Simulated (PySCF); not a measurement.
## Spin–spin coupling constants

Cartesian coordinates in Å; atom numbers follow the order of the lines, from 1:
```xyz
12

B     0.0467    0.0543    0.0029
C     1.6155    0.0190   -0.0370
H     1.9380   -0.0606    1.0203
H     2.0666    0.9414   -0.4323
H     2.0333   -0.8591   -0.5503
C    -0.7487    1.4074    0.0219
H    -0.9856    1.6322   -1.0369
H    -0.1592    2.2576    0.3969
H    -1.7138    1.3545    0.5462
C    -0.7299   -1.2680    0.0255
C    -1.3500   -2.3181    0.0401
H    -1.8974   -3.2434    0.0536
```

Couplings: B3LYP/pcJ-1 (spin–dipole term only in couplings to heteroatoms) in PySCF, geometry PBE0-D3(BJ)/def2-SVP; gas phase, one conformer, non-relativistic. Couplings are averaged over pairs made equivalent by symmetry, fast rotation or ring inversion, so a value needn't be that of the named pair in this geometry, while other rotamers aren't included; one pair stands for each set, and the list holds those of at least 1.5 Hz over up to four bonds.

Isotopes: $^{13}$C, $^{1}$H, $^{11}$B.

| pair | bonds | J (Hz) |
| --- | --- | --- |
| B1, C2 | 1 | ? |
| B1, C10 | 1 | 90.2 |
| C2, H3 | 1 | 125.4 |
| C10, C11 | 1 | 157.0 |
| C11, H12 | 1 | 261.8 |
| B1, H3 | 2 | -4.8 |
| B1, C11 | 2 | ? |
| C2, C6 | 2 | 4.4 |
| C2, C10 | 2 | ? |
| H3, H4 | 2 | -15.5 |
| C10, H12 | 2 | 44.7 |
| B1, H12 | 3 | ? |
| C2, H7 | 3 | ? |
| C2, C11 | 3 | 1.6 |
| H3, C10 | 3 | 3.6 |

Task: Estimate the withheld couplings, with signs.

Result: 
- $^{1}J$(B1,C2) = 54.4 Hz (bond length 1.570 Å)
- $^{2}J$(B1,C11) = 17.6 Hz (angle at C10 180°)
- $^{2}J$(C2,C10) = 6.3 Hz (angle at B1 119°)
- $^{3}J$(B1,H12) = 3.1 Hz
- $^{3}J$(C2,H7) = 3.3 Hz (mean over equivalent pairs that range from -0.6 to 6.5 Hz in this conformer)
